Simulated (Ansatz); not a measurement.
Frontier orbitals of CH6AlBSi (`[CH3][Al]1[BH][SiH2]1`).

Total charge 0; spin multiplicity 1. Geometry: relaxed with PBE0-D4/def2-TZVP. Basis def2-TZVPP, Ansatz.

```tsv
functional	HOMO (eV)	LUMO (eV)	gap (eV)
PBE	-5.30	-1.88	3.42
revPBE	-5.24	-1.80	3.44
PBE0	-6.10	-1.13	4.97
ωB97X-V	-8.07	0.77	8.84
ωB97M-V	-7.97	0.59	8.56
HF	-7.58	1.74	9.32
```

From PBE to PBE0 the HOMO moves by −0.80 eV and the LUMO by +0.75 eV, and with ωB97M-V by −2.67 and +2.47 eV, so the gap grows from 3.42 to 8.55 eV with exact exchange. A positive LUMO is unbound and depends on the basis.
